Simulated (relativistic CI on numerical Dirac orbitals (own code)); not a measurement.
**La²⁺: resonant inelastic scattering at the M4,5 edge**

Computed with this model: Dirac-Coulomb-Breit CI, orbitals from a KLI potential per configuration, model QED (radiative potential, 1s self-energy scaled to tabulated hydrogen-like ionisation energies), valence Slater integrals scaled by 0.8, Kramers-Heisenberg scattering through one core-hole configuration in a parametric crystal field; configurations [Xe] 4f → [Ar] 3d9 4s2 4p6 4d10 4f2 5s2 5p6; 300 K; core-hole width 0.6 eV; summed over polarisations. Incident energies are the highest absorption maxima for each field (at most a few, so the weaker spin-orbit partner edge can be absent), on the computed scale of the free ion. Intensities are in per cent of the strongest line above 0.02 eV; levels within 1 cm⁻¹ are merged; final levels count from the ground level, the first row holds all elastic scattering, lines under 0.4 are left out and each table stops after 24 rows. The scale of the Slater integrals is a model choice and moves the terms in proportion. The configuration is assumed, with all valence electrons in the open shell; the free ion's ground configuration is another.

Field parameters in Wybourne normalisation; cubic f-shell fields have B⁴₄ = √(5/14) B⁴₀ and B⁶₄ = −√(7/2) B⁶₀. The field is a parameter set, without covalency.

S is read from ⟨S²⟩ = S(S + 1).

Oh, B40 = -890, B60 = 420 cm⁻¹:

```tsv
Final level (eV)	Degeneracy	Irrep	S	833.5 eV	834.1 eV	850 eV
0.000	4	Γ8	0.50	162.4	319.0	377.6
0.023	2	Γ7	0.50	35.6	48.2	100.0
0.169	4	Γ8	0.50	22.2	35.8	17.6
0.174	2	Γ6	0.50	14.7	22.5	6.1
0.224	2	Γ7	0.50	11.8	21.8	12.8
```

Oh, B40 = -540, B60 = 390 cm⁻¹:

```
Final level (eV)  Degeneracy  Irrep     S  833.5 eV  834.1 eV  850 eV
           0.000           4     Γ8  0.50     469.6     926.4  1098.7
           0.013           2     Γ7  0.50      96.5     131.8   269.9
           0.167           4     Γ8  0.50      62.4     100.0    53.5
           0.177           2     Γ6  0.50      42.2      63.6    17.1
           0.206           2     Γ7  0.50      35.1      60.1    29.8
```

Oh, B40 = -1130, B60 = -380 cm⁻¹:

| Final level (eV) | Degeneracy | Irrep | S | 833.4 eV | 834.1 eV | 850 eV |
| --- | --- | --- | --- | --- | --- | --- |
| 0.000 | 4 | Γ8 | 0.50 | 144.5 | 261.9 | 318.1 |
| 0.045 | 2 | Γ7 | 0.50 | 36.2 | 52.4 | 100.0 |
| 0.153 | 2 | Γ6 | 0.50 | 6.0 | 14.7 | 8.3 |
| 0.199 | 4 | Γ8 | 0.50 | 15.5 | 40.0 | 12.8 |
| 0.215 | 2 | Γ7 | 0.50 | 4.9 | 16.0 | 12.3 |

For the first field the strongest loss at the lowest incident energy is the level at 0.02 eV (S = 0.50, against 0.50 in the thermal ground state).
